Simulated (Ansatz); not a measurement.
A nudged elastic band was laid between two geometries of C₂H₉NO₂Sn (15 atoms, charge 0, multiplicity 1).

All numbers below come from RKS B3LYP-D4/def2-SVP (Ansatz 0.2.0).

| Property | Result |
| --- | --- |
| movable images | 5 |
| climbing image | yes |
| spring | 5.0 eV/Å² |
| optimiser | quadratic models (default) |
| start path | IDPP |
| force threshold | 0.03 eV/Å |
| iteration limit | 46 |
| end points | relaxed |

Initial state:

```xyz
15
Properties=species:S:1:pos:R:3
N -0.018 -1.627 1.823
Sn 0.929 -0.224 0.649
O 2.667 -1.098 0.153
C 0.037 0.191 -1.294
C -1.072 1.202 -1.072
O -1.715 0.859 0.157
H 0.074 -2.557 1.408
H -1.019 -1.426 1.868
H 1.247 1.176 1.607
H 3.204 -1.297 0.932
H -0.353 -0.766 -1.673
H 0.804 0.553 -1.994
H -0.645 2.222 -1.016
H -1.804 1.197 -1.905
H -2.357 1.543 0.388
```

Final state:

```xyz
15
Properties=species:S:1:pos:R:3
N -0.626 -1.365 1.640
Sn 0.959 -0.410 0.732
O 2.171 -1.911 0.183
C 0.496 0.529 -1.177
C -0.925 1.051 -1.091
O -1.076 1.649 0.196
H -0.946 -2.163 1.088
H -1.421 -0.732 1.741
H 1.745 0.575 1.905
H 2.508 -2.402 0.945
H 0.624 -0.214 -1.978
H 1.217 1.344 -1.337
H -1.136 1.790 -1.890
H -1.640 0.214 -1.218
H -1.973 1.995 0.290
```

Question: Which bonds break or form, and what moves?

Answer: No bond is made or broken. The dihedral H12–C4–C5–H13 goes from -40 to 45°.

Question: Give the energies along the band, and the barrier.

Answer: The forces met the threshold. The highest image is number 3 of 0 to 6, 0.041 eV above the first end and 0.045 eV above the last; the last end lies 0.003 eV below the first. A vibrational analysis at the climbing image gives one clearly imaginary mode, 104i cm⁻¹: a first-order saddle point.

```
image  path coordinate (Å)  energy (eV)  dihedral H12–C4–C5–H13 (°)
    0                 0.00        0.000                         -40
    1                 0.55        0.008                         -30
    2                 1.10        0.029                         -14
    3                 1.65        0.041                           3
    4                 2.24        0.028                          21
    5                 2.84        0.006                          36
    6                 3.43       -0.003                          45
```

Question: What is the geometry of the highest image?

Answer: 
```xyz
15
Properties=species:S:1:pos:R:3
N -0.436 -1.516 1.728
Sn 0.903 -0.333 0.704
O 2.361 -1.620 0.189
C 0.276 0.378 -1.262
C -0.993 1.205 -1.090
O -1.302 1.251 0.310
H -0.405 -2.473 1.372
H -1.386 -1.171 1.585
H 1.571 0.845 1.767
H 2.886 -1.894 0.953
H 0.131 -0.511 -1.893
H 1.108 0.957 -1.688
H -0.852 2.232 -1.476
H -1.838 0.756 -1.645
H -2.047 1.844 0.474
```

Question: What are the harmonic wavenumbers there?

Answer: 104i, 72, 103, 141, 150, 159, 171, 231, 271, 411, 538, 553, 591, 607, 642, 655, 699, 824, 857, 925, 956, 1069, 1116, 1196, 1220, 1259, 1409, 1448, 1505, 1528, 1886, 2997, 3039, 3079, 3137, 3487, 3585, 3815, 3831 cm⁻¹.

The band took 8 iterations and about 9 core-minutes.

The run took 4.8 min on 2 threads of Arm Neoverse V1, on a shared host, peak memory 0.44 GiB.
